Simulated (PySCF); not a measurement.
Correlation energy of Rb (rubidium, neutral)

[Kr] 5s1, 2S determinant. Calculation: PySCF 2.14, in ANO-RCC-VTZP (7s6p3d1f, 47 functions); the spin-free X2C one-electron Hamiltonian (Gaussian nucleus). Frozen: [Ar] 3d10; 9 electrons correlated.

MP2 pair energies summed by pair of shells (mhartree):

```
 pair   energy  share (%)
4p-4p  -128.62       70.0
4s-4p   -37.00       20.1
4p-5s   -10.76        5.9
4s-4s    -6.99        3.8
4s-5s    -0.46        0.2
```

Total MP2 correlation energy: -183.83 mhartree.

Same-spin part -48.98 and opposite-spin part -134.85 mhartree; SCS-MP2 scales them by 1/3 and 6/5 to -178.15 mhartree.
